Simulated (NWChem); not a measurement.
**Polarisability of ClCu**

```xyz
2

Cu     0.0000     0.0000    -0.7698
Cl     0.0000     0.0000     1.3133
```
Charge 0, spin multiplicity 1.

Program: NWChem. Structure: optimised with PBE0/def2-SVP, a minimum by its harmonic frequencies.

Basis set: 6-31G*. Static limit. This basis has no diffuse functions, which lowers polarisabilities.

The correlated methods keep 14 core orbitals frozen. B3LYP has NWChem's definition, with VWN1-RPA local correlation. The Pople sets run with spherical d functions. The structure started from a generated list of species. Coupled-cluster values serve here as a point of comparison, not as the truth.

### Question
For the isotropic polarisability, PBE gives 43.85 bohr³ and CCSD linear response gives 39.62 bohr³. What do HF, PBE0, B3LYP give?

### Answer
HF: 23.20 bohr³; PBE0: 37.73 bohr³; B3LYP: 39.94 bohr³.
